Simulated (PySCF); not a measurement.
A side-by-side comparison of computed properties.

First species: C2H6Cl4OSi2.
Z-matrix (Å and degrees, GFN2-xTB geometry), rows numbered from 1:
```
Si
O   1  1.6283
C   2  1.4058  1  129.18
C   3  1.5253  2  108.13  1    90.47
Cl  4  1.7718  3  110.60  2   178.80
Si  3  1.9332  2  106.08  1  -146.22
Cl  6  2.0124  3  108.41  2   -80.46
Cl  6  2.0097  3  106.98  2    38.23
Cl  6  2.0170  3  111.04  2   157.45
H   1  1.4508  2   98.08  3   178.65
H   1  1.4666  2  111.18  3   -61.57
H   1  1.4651  2  110.13  3    58.22
H   3  1.0978  2  109.77  1   -27.27
H   4  1.0907  3  110.29  2   -61.85
H   4  1.0902  3  110.44  2    59.42
```

Second species: C₅H₁₂Si₂.
Atom-mapped SMILES: `[CH2:1]=[C:2]([CH3:3])/[C:4]([SiH3:5])=[CH:6]\[SiH3:7]` (hydrogens: H8, H9 on C1; H10, H11, H12 on C3; H13, H14, H15 on Si5; H16 on C6; H17, H18, H19 on Si7)

Levels: PBE0/pcSseg-1 for dipole moment, HOMO energy, LUMO energy and HOMO–LUMO gap; GFN2-xTB for rotational constant A and rotational constant C. Geometries: GFN2-xTB. Each structure is a single optimised conformer of the isolated species, non-relativistic unless stated. Electronic properties by PySCF.

Dipoles, sizes and rotational constants follow the conformer. The torsions of the flexible species, by atom-mapped SMILES:
- `[SiH3:1][O:2][C@@H:3]([CH2:4][Cl:5])[Si:6]([Cl:7])([Cl:8])[Cl:9]`: Si1–O2–C3–C4 90°, O2–C3–C4–Cl5 179°, O2–C3–Si6–Cl7 -80°
- `[CH2:1]=[C:2]([CH3:3])/[C:4]([SiH3:5])=[CH:6]\[SiH3:7]`: C1–C2–C4–Si5 121°

Values for the first species:

```
Dipole moment         : 2.77 D
HOMO energy           : -8.32 eV
LUMO energy           : -0.36 eV
HOMO–LUMO gap         : 7.96 eV
Rotational constant A : 0.654 GHz
Rotational constant C : 0.392 GHz
```

(1) Estimate the same properties for the second species, and the change in each.

## Answers

(1) 
| property | first | second | second less first |
| --- | --- | --- | --- |
| dipole moment | 2.77 D | 0.72 D | -2.05 D |
| HOMO energy | -8.32 eV | -7.15 eV | +1.17 eV |
| LUMO energy | -0.36 eV | -0.94 eV | -0.58 eV |
| HOMO–LUMO gap | 7.96 eV | 6.21 eV | -1.75 eV |
| rotational constant A | 0.654 GHz | 2.174 GHz | +1.520 GHz |
| rotational constant C | 0.392 GHz | 0.888 GHz | +0.496 GHz |

On the first: A dipole of 2.77 D is allowed in C1, and pure rotational transitions are dipole-allowed. In atomic units the dipole is 1.09 e·bohr (1 au = 2.5417 D).

On the second: In atomic units the dipole is 0.28 e·bohr (1 au = 2.5417 D). A dipole of 0.72 D is allowed in C1, and pure rotational transitions are dipole-allowed.
